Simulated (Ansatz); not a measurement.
Program: Ansatz. Geometries: PBE0-D4/def2-TZVP. ΔE: electronic, gas phase. CCSD(T)/CBS is the MP2 limit (def2-TZVPP, def2-QZVPP) plus CCSD(T) − MP2 in def2-TZVPP, frozen cores. This one scheme is used for every species. Functionals use def2-TZVPP. One conformer a species, not always the lowest.

`CCB(F)S` + `O[SiH3]` → `FB(S)O[SiH3]` + `CC`  (ligand exchange at a B–C bond)

| level | ΔE (eV) |
| --- | --- |
| r2SCAN | -1.33 |
| CAM-B3LYP | -1.38 |

Q: What does CCSD(T)/CBS give? (Estimate.)

A: The calculation gave: -1.31 eV. The listed levels differ from it by -0.02, -0.07 eV.

Largest T1 diagnostic among the species: 0.013.

In def2-TZVPP, CCSD(T) changes the Hartree–Fock value by +0.16 eV (the triples alone add +0.02 eV) and MP2 by +0.17 eV. From BLYP to BHLYP (50 % exact exchange), in def2-TZVPP and without D4, ΔE moves by −0.08 eV.
